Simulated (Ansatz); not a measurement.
Basis-set extrapolation for C3H9NOSi, SMILES `C=C[Si](C)(N)O` (PBE0-D4/def2-TZVP geometry, frozen core, Ansatz). Multiplicity 1, RHF reference.

|  | def2-TZVPP | def2-QZVPP |
| --- | --- | --- |
| HF | -537.294415 | -537.315671 |
| MP2 correlation | -1.076702 | -1.153412 |
| CCSD(T) correlation | -1.170004 | not run |

Energies in hartree. Use E(X) = E(∞) + A·exp(−7.88·√X) for Hartree–Fock and E(X) = E(∞) + B·X^(−2.97) for correlation, with X = 3 and 4, and add CCSD(T) minus MP2 of the smaller set to the MP2 limit.

What is the CCSD(T) energy at the basis-set limit?

HF limit: -537.315671 + (-0.021256) × 0.13774 = -537.31860. MP2 limit: -1.153412 + (-0.076710) × 0.74074 = -1.21023. Higher-order term: -1.170004 − (-1.076702) = -0.09330. Total: -538.62213 hartree, 414.1 kJ/mol below CCSD(T)/def2-TZVPP.
